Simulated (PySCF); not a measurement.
**NMR parameters from quadrupole coupling constants**

C₃H₁₁OPSi.
Cartesian coordinates in Å at the PBE0-D3(BJ)/def2-SVP level; atoms count from 1:
```
atom  x, y, z in Å
C1    -1.6983    0.8173    0.8054
C2    -0.4853   -0.0863    0.7053
C3    -0.8287   -1.4849    0.2260
O4     0.4330    0.5102   -0.2000
Si5    2.0649    0.6413    0.0801
P6     3.0071   -1.4153    0.2353
H7    -1.4049    1.8197    1.1493
H8    -2.1725    0.9197   -0.1830
H9    -2.4389    0.4082    1.5089
H10   -0.0194   -0.1623    1.7096
H11   -1.5517   -1.9677    0.9006
H12    0.0730   -2.1145    0.1836
H13   -1.2668   -1.4385   -0.7830
H14    2.6073    1.4607   -1.0385
H15    2.3322    1.3240    1.3879
H16    4.3237   -0.8786    0.3911
H17    3.1322   -1.5817   -1.1780
```

Computed at PBE0/pcSseg-1 (PySCF, non-relativistic):

```json
{"atom": "O4", "environment": "silyl ether oxygen", "nucleus": "17O", "spin I": "5/2", "Q (b)": "-0.0256", "CQ = χzz (MHz)": "-10.009", "η": "0.471"}
```

Problem. Which field gradients stand behind these couplings (CQ in MHz = 234.96 × Q in b × Vzz in au)?

Solution. Vxx = −Vzz(1 − η)/2 and Vyy = −Vzz(1 + η)/2, in au:

| atom | Vxx (au) | Vyy (au) | Vzz (au) | Vzz (10²¹ V/m²) |
| --- | --- | --- | --- | --- |
| O4 | -0.440 | -1.224 | 1.664 | 16.17 |

Problem. At 9.4 T, set νQ = 3|CQ|/[2I(2I − 1)] beside the Larmor frequency (|g| × 7.62259 MHz/T × B; g(17O) = −0.75752), and give PQ = |CQ|√(1 + η²/3).

Solution. 
| atom | PQ (MHz) | νQ (MHz) | ν0 (MHz) | νQ/ν0 |
| --- | --- | --- | --- | --- |
| O4 | 10.37 | 1.501 | 54.28 | 0.028 |

For O4: PQ = 10.01 × 1.0364, νQ = 10.01 × 0.1500, ν0 = 5.7742 MHz/T × 9.4 T.

Problem. Second-order quadrupolar shift of the central transition's centre of gravity (half-integer spins, νQ < ν0/10) at 9.4, 14.1 and 18.8 T.

Solution. δ = −(3/40)(PQ/ν0)² [I(I + 1) − 3/4]/[I²(2I − 1)²], in ppm:

```
     site  9.4 T  14.1 T  18.8 T
17O at O4   -219   -97.4   -54.8
```

Problem. Take a correlation time of 1 ps, isotropic tumbling and extreme narrowing. What quadrupolar relaxation rates and linewidths follow?

Solution. Rate = (3π²/10) PQ² τc (2I + 3)/[I²(2I − 1)], the same for T1 and T2; width = rate/π.

```
     site  spin factor (2I + 3)/[I²(2I − 1)]  1/T1 (s⁻¹)  T1 (ms)  linewidth (Hz)
17O at O4                              0.320         102     9.81            32.5
```

One conformer (not necessarily the lowest) at the PBE0-D3(BJ)/def2-SVP geometry, without solvent, vibrations or thermal averaging. The small basis limits the accuracy of the gradients.
